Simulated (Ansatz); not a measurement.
BH3S (SMILES BS) moved off its minimum; all values from Ansatz (a program for electronic structure), cores frozen in correlated methods.
(charge 0, multiplicity 1)
```xyz
5

B     -0.95406    -0.93943     0.10314
H     -0.38333    -1.83316     0.44425
H     -2.08523    -0.83162    -0.01381
S      0.36339     0.32971    -0.10322
H     -0.27219     1.46918    -0.38346
```

Forces at r2SCAN/def2-TZVPP (eV/Å):

```csv
atom,Fx,Fy,Fz
B1,1.609,2.608,-0.375
H2,0.680,-2.159,0.557
H3,-1.110,0.289,-0.214
S4,-0.825,-0.889,0.192
H5,-0.354,0.151,-0.159
```

Problem. Give the forces (eV/Å), the total energy and the dipole at CCSD(T)/aug-cc-pV(T+d)Z.

Solution. 
```json
[
 {"atom": "B1", "Fx": "1.515", "Fy": "2.517", "Fz": "-0.353"},
 {"atom": "H2", "Fx": "0.658", "Fy": "-2.195", "Fz": "0.566"},
 {"atom": "H3", "Fx": "-1.118", "Fy": "0.283", "Fz": "-0.218"},
 {"atom": "S4", "Fx": "-0.744", "Fy": "-0.658", "Fz": "0.137"},
 {"atom": "H5", "Fx": "-0.312", "Fy": "0.053", "Fz": "-0.131"}
]
```
Energy -424.3314 hartree, dipole 0.87 D.
